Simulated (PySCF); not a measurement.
Species: C3H5F3O2Si.
Numbering: `[F:1][C:2]([F:3])([F:4])[O:5][C@H:6]1[O:7][CH2:8][SiH2:9]1`

Geometry (GFN2-xTB, Å), atoms numbered from 1 in this order:
```
atom  x, y, z in Å
F1     2.6007   -1.9372   -0.4824
C2     1.9910   -0.7482   -0.4640
F3     1.8224   -0.3966   -1.7455
F4     2.8784    0.1263    0.0409
O5     0.8775   -0.8448    0.2333
C6     0.2041    0.4027    0.5669
O7    -0.2277    1.0768   -0.5713
C8    -1.6001    0.6455   -0.7041
Si9   -1.5920   -0.0841    1.0796
H10    0.8999    1.0188    1.1403
H11   -1.6907   -0.0711   -1.5248
H12   -2.2233    1.5121   -0.9294
H13   -2.1488    0.8137    2.0875
H14   -1.7919   -1.5144    1.2507
```

Definitions: NICS(0) = −σiso at the ring centroid; NICS(1) = −σiso and NICS(1)zz = −σzz at ±1 Å along the ring normal z. Level: GIAO PBE0/pcSseg-1 (PySCF, non-relativistic, gas phase) on the GFN2-xTB geometry, one conformer.

Ring bond lengths (Å), with Mayer bond orders in brackets: C6–O7 1.391 (1.02), O7–C8 1.445 (0.88), C8–Si9 1.927 (0.93), Si9–C6 1.930 (0.85).

Problem. What do the NICS probes read (ppm)?

Solution. 
| ring | type | NICS(0) | NICS(1), two faces | NICS(1)zz, two faces | rms pucker (Å) | centre to ring atoms, mean (Å) |
| --- | --- | --- | --- | --- | --- | --- |
| C6–O7–C8–Si9 | 4-membered ring with O and Si; formal bonds all single | 2.6 | 0.0 / 1.5 | 4.2 / 8.3 | 0.08 | 1.17 |

Problem. What can be read from them?

Solution. 
- C6–O7–C8–Si9: mean NICS(1)zz 6.3 ppm, deshielded. C6, C8, Si9 have four or more neighbours, so the value isn't read as a sign of a π ring current. The two faces differ by 4.1 ppm, so no symmetry operation interchanges them.

Problem. What is the mean of the two in-plane components of NICS at the second NICS(1) probe listed for ring C6–O7–C8–Si9, 1 Å off the ring?

Solution. The isotropic value is a third of the trace: (3 × 1.5 − (8.3))/2 = -1.9 ppm.

Problem. How shielded are the nuclei of the rings and their hydrogens (means over atoms taken as equivalent)?

Solution. 
```
atoms                     environment  σ isotropic (ppm)
   C6  sp3 carbon bearing two oxygens               77.2
   O7             cyclic ether oxygen              228.8
   C8      sp3 carbon bound to oxygen              121.7
  Si9                    SiH2 silicon              362.8
  H10                methine hydrogen              25.76
  H11              methylene hydrogen              26.62
  H12              methylene hydrogen              27.08
  H13                   Si–H hydrogen              26.35
  H14                   Si–H hydrogen              26.43
```

Hardware: Arm Neoverse V2, one thread, no GPU, on a shared host. Cost: 40 s wall, 0.81 GiB resident at most. This is the whole shielding run at PBE0/pcSseg-1, SCF included.
